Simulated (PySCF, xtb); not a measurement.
2-chlorosilylpropan-2-ol (C3H9ClOSi), SMILES OC(C)([SiH2]Cl)C. Other conformers were not sampled.

Harmonic wavenumbers (cm⁻¹) from xtb 6.7.1 with GFN2-xTB at its own minimum, in rising order: 52, 110, 190, 193, 238, 250, 308, 359, 365, 421, 493, 507, 576, 621, 705, 758, 892, 956, 974, 1004, 1095, 1171, 1197, 1287, 1398, 1413, 1477, 1493, 1494, 1506, 2268, 2316, 3006, 3014, 3024, 3036, 3043, 3052, 3550.

What does PBE0-D3(BJ)/def2-SVP run with PySCF give at its own minimum? (An estimate is asked for; the answer gives what the named calculation found.)

78, 126, 207, 234, 252, 286, 365, 372, 430, 444, 541, 590, 624, 688, 838, 887, 943, 946, 991, 995, 1137, 1204, 1212, 1345, 1382, 1396, 1443, 1459, 1465, 1480, 2238, 2264, 3043, 3050, 3139, 3143, 3150, 3161, 3829. Paired by order, the mean absolute difference is 53 cm⁻¹ and the zero-point energies are 71.2 and 73.4 kcal/mol.
